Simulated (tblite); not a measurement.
Run record: tight-binding relaxation, `C[Se]c1ccc(C(F)(F)F)c(=O)cc1`.

Computed with GFN2-xTB geometry optimisation, gas phase (tblite 0.8.0). Start geometry: from a force field or distance geometry. A driver script takes a list of jobs; this job's settings line and coordinates (Å) are shown.

Input:
```
{"job": {"kind": "relax", "xc": "GFN2-xTB", "basis": "xTB"}, "charge": 0, "multiplicity": 1}
C      3.458300     1.077600    -0.157300
Se     3.106100    -0.841900     0.013000
C      1.194200    -1.024500     0.111700
C      0.560200    -0.407900     1.197300
C     -0.719100     0.133600     1.262900
C     -1.692500     0.142300     0.241200
C     -2.666400     1.266500     0.253700
F     -3.934000     0.761700     0.389400
F     -2.440500     2.108200     1.342000
F     -2.531700     2.076200    -0.849800
C     -1.789000    -0.814700    -0.751200
O     -2.931000    -0.916900    -1.266300
C     -0.798200    -1.666000    -1.232000
C      0.566500    -1.722800    -0.908600
H      2.695800     1.561400     0.544000
H      3.190100     1.451300    -1.157000
H      4.484100     1.351600     0.132600
H      1.161300    -0.390600     2.104500
H     -1.018100     0.626400     2.192200
H     -1.097400    -2.393800    -1.984400
H      1.192600    -2.361100    -1.478400
```

Output:
```
step      E/eV     max force
  0   -1201.83926    4.629
  1   -1202.36692    2.564
  2   -1202.52670    0.896
  3   -1202.59754    0.582
  4   -1202.65194    0.462
  5   -1202.67354    0.326
  6   -1202.69291    0.343
  7   -1202.71023    0.298
  8   -1202.72784    0.280
  9   -1202.74202    0.289
... (142 lines left out)
152   -1203.22281    0.020
153   -1203.22286    0.018
154   -1203.22291    0.019
155   -1203.22294    0.015
156   -1203.22297    0.014
157   -1203.22300    0.012
158   -1203.22302    0.014
159   -1203.22305    0.015
160   -1203.22309    0.013
161   -1203.22312    0.009
```

«max force» is the largest atomic force in eV/Å.

Q: From which step on does the largest force stay under 0.1 eV/Å, and how much energy is left to gain from there?

A: From step 90 (0.073 eV/Å), 13.7 meV above the end.

Main results: energy lowered by 31.9 kcal/mol over 161 steps; largest atomic force 0.009 eV/Å at the end.

Q: Where do the atoms end?

A: 0.933 Å rms from the input after alignment:
```
atom  x, y, z in Å
C1     3.8776    0.5864    0.4819
Se2    3.0788   -0.9016   -0.4894
C3     1.2093   -0.5984   -0.3188
C4     0.7149    0.4369    0.4202
C5    -0.6351    0.7721    0.6569
C6    -1.7768    0.2648    0.1230
C7    -3.0918    0.8693    0.5715
F8    -3.9642   -0.0552    0.9870
F9    -2.9458    1.7191    1.6096
F10   -3.6881    1.5817   -0.3924
C11   -1.9708   -0.7727   -0.9000
O12   -3.0564   -0.9287   -1.4304
C13   -0.8635   -1.6674   -1.2524
C14    0.4580   -1.5941   -1.0192
H15    3.6049    0.5353    1.5335
H16    3.5658    1.5278    0.0361
H17    4.9538    0.4715    0.3781
H18    1.4271    1.0795    0.9188
H19   -0.7629    1.5809    1.3674
H20   -1.2193   -2.5042   -1.8427
H21    1.0755   -2.3858   -1.4391
```

Q: How long does this job take on Intel Xeon Platinum 8259CL at 2.50 GHz, one thread, no GPU (shared host)?

A: About 3.7 s.
Labels such as C1 count atoms from 1, the log's own numbers from 0.
